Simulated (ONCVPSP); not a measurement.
# K, ONCV: configuration errors across variants

- Element: K
- Generator: ONCVPSP 4.0.1
- Type: optimised norm-conserving Vanderbilt (ONCV)
- Functional: PBE
- Relativity: scalar-relativistic
- Frozen core: [Ne]
- Valence charge: 9
- Reference configuration: 3s2 3p6 4s0.75 4p0.25
- Partial waves: 3s+4s: rc 2.15 bohr, ncon 4, nbas 8, qcut 4.9 1/bohr, 2 projectors; 3p+4p: rc 2.05 bohr, ncon 4, nbas 8, qcut 8.3 1/bohr, 2 projectors; d scattering state at 0.45 Ha: rc 1.65 bohr, ncon 3, nbas 7, qcut 6.9 1/bohr, local
- Local potential: the d channel
- Core correction: Teter function, fcfact 5.5, rcfact 1.65

All-electron excitation energies from the reference (eV): (1) 3s2 3p6 4s1 4p0 -0.381; (2) 3s2 3p6 4s0 4p0 3.933; (3) 3s2 3p6 4s0.5 4p0 1.261; (4) 3s2 3p6 4s0 4p1 1.172.

A true bound ghost makes a file unfit for plane-wave use even where its test errors are small: the radial tests pick states by their node count and pass the ghost by.

Errors AE − PS in meV (a dash: test not solved or not reliable):

| change | (1) | (2) | (3) | (4) | bound ghosts | GHOST(+) flags above zero |
| --- | --- | --- | --- | --- | --- | --- |
| base | 0.0 | -0.2 | 0.0 | -0.1 | none | s |
| s: qcut 4.4; p: qcut 7.4; d: qcut 6.1 | 0.0 | -0.2 | 0.0 | -0.1 | s | none |
| core correction Teter function, fcfact 5.5, rcfact 1.62 | 0.0 | -0.2 | 0.0 | -0.1 | none | s |
| s: qcut 5.5 | 0.0 | -0.2 | 0.0 | -0.1 | none | s |

Problem. Give the same row for: s: rc 3.04.

Solution. 0.0, -0.3, 0.0, -0.1; bound ghosts: none; GHOST(+) flags above zero: none.
